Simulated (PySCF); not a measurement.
Vertical excitations of a molecule C5H4F2O from PySCF 2.14.0 with TDA-B3LYP/def2-SVPD, as energy in eV (oscillator strength): 4.45 (0.000), 6.42 (0.000), 6.70 (0.000), 6.94 (0.030), 6.96 (0.000), 7.55 (0.089). Lowest triplet (TDA): 4.06 eV. The structure is a stationary point at B3LYP-D3(BJ)/def2-SVP. One conformer was computed; it need not be the lowest.

Q: Which structure fits?
(A) C=C=C1CC(F)(F)O1
(B) F/C=C1\OC\C1=C/F
(C) C=C(F)[C@@H]1OC=C1F
(D) FC(F)=C[C@H]1C=CO1

A: A, C=C=C1CC(F)(F)O1
